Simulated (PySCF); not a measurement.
A species of formula C6H11B has this rotational fingerprint, computed with PBE0-D3(BJ)/def2-SVP geometry optimisation, gas phase (PySCF 2.14.0):

- Rotational constants: A = 4097, B = 2706, C = 2126 MHz
- Dipole components: |μa| = 0.55 D, |μb| = 1.18 D, |μc| = 0.35 D
- Inertial defect: -72.47 u·Å²
- κ: -0.41

Problem. Which candidate fits, each taken in the one conformer that was computed?
A. `[CH2:1]=[C:2]=[CH:3][CH2:4][B:5]([CH3:6])[CH3:7]` with C2–C3–C4–B5 -116°, C3–C4–B5–C6 178°
B. `[BH2:1][C@H:2]1[CH2:3][CH2:4][C:5]12[CH2:6][CH2:7]2` with H–B1–C2–C3 -10° and 176°
C. `C#CB(CC)CC` (BEt2(CCH))

Solution. B. It is B[C@H]1CCC12CC2, an asymmetric top, point group C1. The candidates at the same level (rigid rotor, commonest isotopes):

| SMILES | A (MHz) | B (MHz) | C (MHz) | μa (D) | μb (D) | μc (D) | Δ (u·Å²) | point group | rotor |
| --- | --- | --- | --- | --- | --- | --- | --- | --- | --- |
| C#CB(CC)CC | 2438 | 2113 | 1275 | 0.02 | 0.07 | 0.02 | -50.08 | near C2 | asymmetric top |
| B[C@H]1CCC12CC2 | 4097 | 2706 | 2126 | 0.55 | 1.18 | 0.35 | -72.47 | C1 | asymmetric top |
| C=C=CCB(C)C | 5494 | 1154 | 1053 | 0.72 | 0.04 | 0.05 | -50.30 | C1 | near-prolate asymmetric top |

`C#CB(CC)CC` has A 40 % too low; `C=C=CCB(C)C` has B 57 % too low. No structure here is proved a minimum.
